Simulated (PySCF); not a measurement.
C6H13OP.
Geometry (PBE0-D3(BJ)/def2-SVP, Å), atoms numbered from 1 in this order:
```
atom  x, y, z in Å
C1    -2.3867    0.0070    0.4372
C2    -1.0341    0.2276   -0.2256
C3    -0.1375    1.1074    0.6514
C4     1.1957    1.4805    0.0066
P5     2.1770    0.0214   -0.4642
O6     3.4589    0.2776   -1.1877
C7     0.9377   -0.9849   -1.3385
C8    -0.3732   -1.1120   -0.5662
H9    -2.8892    0.9623    0.6524
H10   -3.0551   -0.5889   -0.2028
H11   -2.2717   -0.5319    1.3925
H12   -1.2009    0.7679   -1.1777
H13   -0.6800    2.0306    0.9146
H14    0.0438    0.5842    1.6087
H15    1.8144    2.1097    0.6665
H16    1.0438    2.0522   -0.9250
H17    2.2882   -0.6718    0.7862
H18    0.7841   -0.4888   -2.3123
H19    1.3902   -1.9661   -1.5523
H20   -0.2004   -1.6696    0.3730
H21   -1.0772   -1.7256   -1.1523
```

Level: PBE0/pcSseg-1 in PySCF, non-relativistic, on one gas-phase PBE0-D3(BJ)/def2-SVP geometry that isn't relaxed in the solvent. The solvent is an IEF-PCM continuum (Bondi radii, 1.10 Å for H, scaled by 1.2). Specific hydrogen bonds and non-electrostatic terms are outside this model.

```json
{"run": "gas", "E − E(gas) (kJ/mol)": "0.00", "HOMO (eV)": "-7.38", "HOMO–LUMO gap (eV)": "8.22", "dipole (D)": "4.69"}
{"run": "P", "E − E(gas) (kJ/mol)": "-29.58", "HOMO (eV)": "-7.51", "HOMO–LUMO gap (eV)": "8.65", "dipole (D)": "5.57"}
{"run": "Q", "E − E(gas) (kJ/mol)": "-35.14", "HOMO (eV)": "-7.54", "HOMO–LUMO gap (eV)": "8.71", "dipole (D)": "5.73"}
```

The runs were made in chloroform and dichloromethane. Which run belongs to which solvent?

P = chloroform, Q = dichloromethane. The dielectric constants are 4.711 (chloroform), 8.93 (dichloromethane), and the energy falls further as ε rises. In this model the ground state sees the solvent through ε alone.

How constant is the ratio of the lowering to (ε − 1)/(2ε + 1)?

```tsv
solvent	(ε − 1)/(2ε + 1)	E − E(gas) (kJ/mol)	ratio (kJ/mol)	polarisation term (kJ/mol)
chloroform	0.356	-29.58	-83.1	-33.68
dichloromethane	0.420	-35.14	-83.6	-40.97
```

The ratio changes by +0.6 % in size from chloroform to dichloromethane. The polarisation term is half the interaction of the solute with the induced surface charges.
